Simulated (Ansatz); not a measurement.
`[F][Sn][Cl]` + HCl → `[Cl][Sn][Cl]` + H–F at 298.15 K and 1 bar (ligand exchange at the Sn–F bond).

Program: Ansatz. Geometries: PBE0-D4/def2-TZVP. ΔE: electronic, gas phase. CCSD(T)/CBS is the MP2 limit (def2-TZVPP, def2-QZVPP) plus CCSD(T) − MP2 in def2-TZVPP, frozen cores. This one scheme is used for every species. Elements past krypton have def2 core potentials. For Sn outer-core shells are correlated without core-valence functions, which leaves a few kJ/mol of doubt a bond.

```tsv
species	CCSD(T)/CBS energy (Eh)	H − E (kJ/mol)	S (J/(mol·K))
`[F][Sn][Cl]`	-773.69640	19.5	299.8
HCl	-460.38127	26.6	186.8
`[Cl][Sn][Cl]`	-1133.69328	18.5	305.8
H–F	-100.39570	33.5	173.6
```

H − E and S are ideal-gas, rigid-rotor, harmonic terms from PBE0-D4/def2-TZVP. 1 Eh = 2625.50 kJ/mol, R = 8.31446 J/(mol·K).

Problem. By hand: ΔE, ΔH, ΔS and ΔG.

Solution. ΔE = (-1133.69328) + (-100.39570) − (-773.69640) − (-460.38127) = -0.01131 Eh = -29.7 kJ/mol. Δ(H − E) = 18.5 + 33.5 − 19.5 − 26.6 = 5.9, so ΔH = -23.8 kJ/mol. ΔS = 305.8 + 173.6 − 299.8 − 186.8 = -7.2 J/(mol·K). ΔG = -23.8 − 298.15 × (-7.2)/1000 = -21.7 kJ/mol.

Problem. By hand: the equilibrium constant, and the temperature at which ΔG would vanish if ΔH and ΔS stayed fixed.

Solution. log₁₀ K = −ΔG/(RT ln 10) = 3.8. ΔG = 0 at ΔH/ΔS = 3306 K, far beyond where these terms or the molecules hold.

The number of gas molecules stays the same, so ΔS is small and ΔH decides. A doubt of 5 kJ/mol in ΔE shifts log₁₀ K by 0.9 here. These are equilibria of isolated gas molecules and say nothing of rates. Largest T1 diagnostic: 0.016 (customary marks: 0.02 for closed shells, 0.045 for open ones).
